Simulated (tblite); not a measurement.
C6H13O2P.
Structure used (GFN2-xTB), in Å, numbered top down from 1:
```
atom  x, y, z in Å
C1     3.151    1.289    0.082
O2     2.668    0.037   -0.330
C3     1.671   -0.481    0.507
P4     0.060    0.491    0.408
C5    -0.450   -0.004   -1.313
C6    -1.971    0.099   -1.433
O7    -2.656   -0.805   -0.600
C8    -2.477   -0.546    0.771
C9    -1.038   -0.766    1.241
H10    3.905    1.588   -0.644
H11    3.603    1.230    1.080
H12    2.345    2.033    0.105
H13    1.507   -1.512    0.179
H14    2.002   -0.488    1.559
H15   -0.126   -1.028   -1.522
H16    0.021    0.668   -2.033
H17   -2.288   -0.151   -2.449
H18   -2.289    1.130   -1.207
H19   -2.788    0.486    1.001
H20   -3.152   -1.237    1.284
H21   -0.986   -0.635    2.324
H22   -0.723   -1.782    0.988
```

Method: GFN2-xTB as coded in tblite; computed harmonic values from a numerical Hessian at the method's own geometry, unscaled. The method is semi-empirical: single wavenumbers can be off by several per cent or more. One conformer, not necessarily the lowest.

Harmonic wavenumbers (cm⁻¹): 33.4, 85.7, 111.5, 149.8, 197.7, 211.9, 257.7, 298.0, 350.4, 379.0, 399.3, 443.8, 539.7, 673.9, 691.0, 716.5, 783.5, 842.5, 864.8, 932.2, 960.5, 962.6, 979.4, 1017.7, 1047.5, 1090.5, 1099.4, 1131.1, 1134.7, 1138.0, 1145.1, 1182.1, 1228.0, 1243.1, 1254.0, 1258.9, 1291.4, 1331.6, 1344.3, 1402.9, 1419.7, 1421.1, 1429.2, 1459.4, 1463.6, 1464.2, 1482.4, 2823.7, 2845.8, 2848.2, 2897.5, 2914.6, 2920.5, 2938.4, 2944.3, 2957.7, 2960.0, 2968.4, 2971.9, 3028.5.

A = 3188, B = 775.2, C = 695.0 MHz; mass 148.065 u (most abundant isotopes); point group C1, symmetry number 1.

Q: What is the zero-point energy?

A: ½Σν̃ = 40182 cm⁻¹ = 114.89 kcal/mol.

Q: Give the ideal-gas entropy at 298.15 K and 1 bar in the rigid-rotor, harmonic-oscillator model (classical rotation).

A: Translation 40.91, rotation 29.62, vibration 29.96: S = 100.5 cal/(mol K).

Q: And Cp and H(298.15 K) − H(0)?

A: Cp = 40.29 cal/(mol K), of which vibrations give 32.34 (their classical limit is 60 R = 119.2); H(298.15 K) − H(0) = 7.11 kcal/mol without the zero-point energy, 4.74 from vibrations.

Q: Which modes carry the vibrational entropy at 298.15 K?

A: 33.4 cm⁻¹: 5.62; 85.7 cm⁻¹: 3.76; 111.5 cm⁻¹: 3.24; 149.8 cm⁻¹: 2.67; 197.7 cm⁻¹: 2.15; 211.9 cm⁻¹: 2.03 cal/(mol K); the other 54 give 10.48 together.

Q: How do the functions run with temperature in this model?

A: 
```csv
T (K),S (cal/(mol K)),Cp (cal/(mol K)),H − H(0) (kcal/mol),G − H(0) (kcal/mol),ln q(vib)
50,59.7,12.9,0.50,-2.48,0.63
100,70.5,18.9,1.30,-5.75,1.82
373.15,110.5,49.2,10.46,-30.77,9.10
500,126.8,62.7,17.59,-45.83,12.56
750,156.2,81.9,35.85,-81.29,19.36
1000,181.6,94.3,57.98,-123.59,25.86
```

q(vib) and H(0) count from the zero-point level.

Hindered rotation and anharmonicity are outside this model. Other conformers, if any are populated, would add a mixing term that is left out. The structure is chiral; the term R ln 2 for an equal mix with its mirror image is left out.
